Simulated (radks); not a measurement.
Results of a calculation; reference values are marked as such.
Question: V2.6+, configuration [He] 2s(up 1, down 0.4) 2p6 3s2 3p6 3d3 (fractional occupations, a model configuration). Level of theory: scalar-relativistic Kohn-Sham, PBE, spin-polarised, spherical densities, point nucleus; open shells are filled with parallel spins first (a radial shooting solver on a logarithmic mesh with Libxc functionals). Some entries of the table are withheld. Estimate them.

| orbital | occ. | eigenvalue (hartree) | <r> (bohr) |
|---|---|---|---|
| 1s up | 1 | -199.3084 | 0.06641 |
| 1s down | 1 | -199.2325 | 0.06642 |
| 2s up | 1 | -23.85827 | 0.3060 |
| 2s down | 0.4 | -23.67164 | 0.3059 |
| 2p up | 3 | -20.26057 | 0.2715 |
| 2p down | 3 | -20.10218 | 0.2711 |
| 3s up | 1 | -3.70013 | 0.9255 |
| 3s down | 1 | -3.56754 | 0.9297 |
| 3p up | 3 | -2.72259 | 0.9780 |
| 3p down | 3 | -2.59539 | 0.9848 |
| 3d up | 3 | (1) | 1.151 |
| 3d down | 0 | (2) | 1.190 |

Answer: 
(1) 3d up eigenvalue (hartree): -1.22775
(2) 3d down eigenvalue (hartree): -1.10384
